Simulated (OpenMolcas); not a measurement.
# OpenMolcas run: S4+

Input:

```
&GATEWAY
Coord
1

S 0.0 0.0 0.0
Basis=ANO-RCC-VQZP
Group=XYZ
NoMove
AngMom=0.0 0.0 0.0
AMFI
RX2C
&SEWARD
* reference wave functions (RASSCF and RASSI steps not shown): 2 electrons in 9 orbitals (RAS2 3s 3p; RAS3 3d, at most 2 electrons)
>>> COPY JOB002 $Project.JobIph
&CASPT2
Multistate=1 1
Frozen=1 0
IPEA=0.2
MaxIter=60
WThr=0.0 0.3 0.05
PrWF=0.5
NoMix
>>> COPY JOB003 $Project.JobIph
&CASPT2
Multistate=3 1 2 3
Frozen=1 0
IPEA=0.2
MaxIter=60
WThr=0.0 0.3 0.05
PrWF=0.5
NoMix
>>> COPY JOB004 $Project.JobIph
&CASPT2
Multistate=3 1 2 3
Frozen=1 0
IPEA=0.2
MaxIter=60
WThr=0.0 0.3 0.05
PrWF=0.5
NoMix
```

Launched by
```bash
OMP_NUM_THREADS=1 MOLCAS_MEM=2252 MOLCAS_PROJECT=a pymolcas a.inp > a.log  # once for each step of the input, in one work folder
```

Output, cut to the results:

```
--- CASPT2 ---
Orbital specifications:
      -----------------------

      Symmetry species                           1   2
                                                ag  au
      Frozen orbitals                            1   0
      Inactive orbitals                          1   3
      Active orbitals                            6   3
      Secondary orbitals                        22  23
      Deleted orbitals                           0   0
      Number of basis functions                 30  29
Type of calculation                        SS-CASPT2
      Fock operator                              state-specific
      IPEA shift                                 0.20
      Real shift                                 0.00
      Imaginary shift                            0.00
      The input orbitals will be transformed to quasi-canonical
Reference energy:        -394.5008893670
      E2 (Non-variational):      -0.0447263865
      E2 (Variational):          -0.0447263900
      Total energy:            -394.5456157569
      Residual norm:              0.0000003163
      Reference weight:           0.99645
      Contributions to the CASPT2 correlation energy
      Active & Virtual Only:         -0.0038282844
      One Inactive Excited:          -0.0100573568
      Two Inactive Excited:          -0.0308407453
::    CASPT2 Root  1     Total energy:   -394.54561576
--- CASPT2 ---
Orbital specifications:
      -----------------------

      Symmetry species                           1   2
                                                ag  au
      Frozen orbitals                            1   0
      Inactive orbitals                          1   3
      Active orbitals                            6   3
      Secondary orbitals                        22  23
      Deleted orbitals                           0   0
      Number of basis functions                 30  29
Type of calculation                        MS-CASPT2
      Fock operator                              state-specific
      IPEA shift                                 0.20
      Real shift                                 0.00
      Imaginary shift                            0.00
      The input orbitals will be transformed to quasi-canonical
Reference energy:        -394.1273848340
      E2 (Non-variational):      -0.0396786285
      E2 (Variational):          -0.0396786270
      Total energy:            -394.1670634610
      Residual norm:              0.0000000688
      Reference weight:           0.99741
      Contributions to the CASPT2 correlation energy
      Active & Virtual Only:         -0.0009632851
      One Inactive Excited:          -0.0084207111
      Two Inactive Excited:          -0.0302946323
Reference energy:        -394.1273848340
      E2 (Non-variational):      -0.0396785730
      E2 (Variational):          -0.0396785716
      Total energy:            -394.1670634056
      Residual norm:              0.0000000688
      Reference weight:           0.99741
      Contributions to the CASPT2 correlation energy
      Active & Virtual Only:         -0.0009632853
      One Inactive Excited:          -0.0084206555
      Two Inactive Excited:          -0.0302946322
::    CASPT2 Root  1     Total energy:   -394.16706346
::    CASPT2 Root  2     Total energy:   -394.16706341
::    CASPT2 Root  3     Total energy:   -394.16706351
::    MS-CASPT2 Root  1     Total energy:   -394.16706351
::    MS-CASPT2 Root  2     Total energy:   -394.16706346
::    MS-CASPT2 Root  3     Total energy:   -394.16706341
--- CASPT2 ---
Orbital specifications:
      -----------------------

      Symmetry species                           1   2
                                                ag  au
      Frozen orbitals                            1   0
      Inactive orbitals                          1   3
      Active orbitals                            6   3
      Secondary orbitals                        22  23
      Deleted orbitals                           0   0
      Number of basis functions                 30  29
Type of calculation                        MS-CASPT2
      Fock operator                              state-specific
      IPEA shift                                 0.20
      Real shift                                 0.00
      Imaginary shift                            0.00
      The input orbitals will be transformed to quasi-canonical
Reference energy:        -393.9122594306
      E2 (Non-variational):      -0.0487755235
      E2 (Variational):          -0.0487755196
      Total energy:            -393.9610349502
      Residual norm:              0.0000001488
      Reference weight:           0.99550
      Contributions to the CASPT2 correlation energy
      Active & Virtual Only:         -0.0069887314
      One Inactive Excited:          -0.0110738405
      Two Inactive Excited:          -0.0307129516
Reference energy:        -393.9122594306
      E2 (Non-variational):      -0.0487755183
      E2 (Variational):          -0.0487755144
      Total energy:            -393.9610349450
      Residual norm:              0.0000001488
      Reference weight:           0.99550
      Contributions to the CASPT2 correlation energy
      Active & Virtual Only:         -0.0069887303
      One Inactive Excited:          -0.0110738364
      Two Inactive Excited:          -0.0307129516
::    CASPT2 Root  1     Total energy:   -393.96103495
::    CASPT2 Root  2     Total energy:   -393.96103494
::    CASPT2 Root  3     Total energy:   -393.96103494
::    MS-CASPT2 Root  1     Total energy:   -393.96103495
::    MS-CASPT2 Root  2     Total energy:   -393.96103494
::    MS-CASPT2 Root  3     Total energy:   -393.96103494
```

Levels above the lowest, from the spin-orbit matrix with the single-state CASPT2 energies, averaged by term, on its diagonal:

| Configuration | Term | J | E (eV) | Measured (eV) | g | Term weight % |
| --- | --- | --- | --- | --- | --- | --- |
| 3s2 | 1S | 0 | 0.0000 | 0.0000 |  | 100 |
| 3s 3p | 3P* | 0 | 10.219 | 10.2937 |  | 100 |
| 3s 3p | 3P* | 1 | 10.259 | 10.3395 | 1.501 | 100 |
| 3s 3p | 3P* | 2 | 10.342 | 10.4339 | 1.501 | 100 |
| 3s 3p | 1P* | 1 | 15.908 | 15.7647 | 1.000 | 100 |

Against the 4 measured excited levels shown (NIST levels in Podobedova, Kelleher and Wiese, J. Phys. Chem. Ref. Data 38, 171 (2009); Martin, Zalubas and Musgrove, J. Phys. Chem. Ref. Data 19, 821 (1990)) the mean absolute deviation is 790 cm-1; the largest miss in energy is 3s 3p 1P* 1: computed 15.908, measured 15.7647 eV (+0.9 %).

Active for correlation alone: 3d; no level in the range computed is led by a configuration that fills it, so any true level of that kind is missing. Measured partners are found by configuration, term and J. A level has none where our copy of the source lacks it or the pairing is in doubt (some pairs that miss far off the trend of their configuration count as doubtful), and it then counts in no deviation. Only configurations of the active space appear. The first state left out of the spin-orbit step lies near 190000 cm-1 above the lowest spin-free state of the reference (among the parities and spins computed), and the list stops at four fifths of that energy or lower.

The CASPT2 steps took 3.9 s on 1 thread of Arm Neoverse V1, on a shared host; the integral step is not counted.

The term weight is that of the spin-free term in the level, not the purity of its configuration. * marks odd parity.
